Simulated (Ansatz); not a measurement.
CH3NSTe, SMILES `NC(=S)[TeH]`, relaxed with RKS PBE0-D4/def2-TZVP in Ansatz 0.2.0 from a PBE-D4/def2-SVP geometry. The force threshold is 0.005 eV/Å; the program also tests the step.

The species carries charge 0 and has multiplicity 1. Te: def2 effective core potential.

Start:

```xyz
7

N    -1.229    0.026   -0.161
C     0.057    0.329    0.133
S     0.548    1.618    1.020
Te    1.423   -1.122   -0.814
H    -1.965    0.630    0.214
H    -1.496   -0.865   -0.582
H     2.662   -0.616    0.190
```

Task: By how much does the energy fall, and how many steps does the optimiser take? (Estimate.)

Result: Computed: 5.33 kJ/mol, in 12 steps.

Task: Which bonds change most? (Estimate.)

Result: Computed: C2–Te4 from 2.206 to 2.140 Å; Te4–H7 from 1.674 to 1.649 Å; N1–H6 from 1.021 to 1.005 Å; N1–H5 from 1.024 to 1.008 Å.

Task: Give the relaxed structure. (Best estimate.)

Result: The calculation gave: 
```xyz
7

N    -1.224    0.011   -0.140
C     0.054    0.261    0.172
S     0.548    1.544    1.046
Te    1.377   -1.225   -0.615
H    -1.928    0.656    0.185
H    -1.512   -0.786   -0.680
H     2.686   -0.460    0.033
```
